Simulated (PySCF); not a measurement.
Ga(Cl) cation (ClGa), SMILES [Cl][Ga] (connectivity only; charge and spin as stated), charge +1, multiplicity 2.

The structure is a stationary point at PBE0-D3(BJ)/def2-TZVP. The spin state was assumed, not searched.

All values below come from PBE/def2-TZVPD (PySCF).

Gas-phase values at a fixed geometry.

```
Property                                                           Result
------------------------------------------------  -----------------------
total energy                                          -2384.29852 hartree
point group                                                           C∞v
α spin, highest occupied and lowest empty level       -14.17 and -9.08 eV
β spin, highest occupied and lowest empty level      -14.54 and -12.98 eV
dipole moment about the centre of nuclear charge                   2.77 D
mean static polarisability                           34.6 bohr³ (5.13 Å³)
polarisability, principal values                   27.9, 27.9, 48.1 bohr³
⟨S²⟩                                              0.753 (pure state 0.75)
```
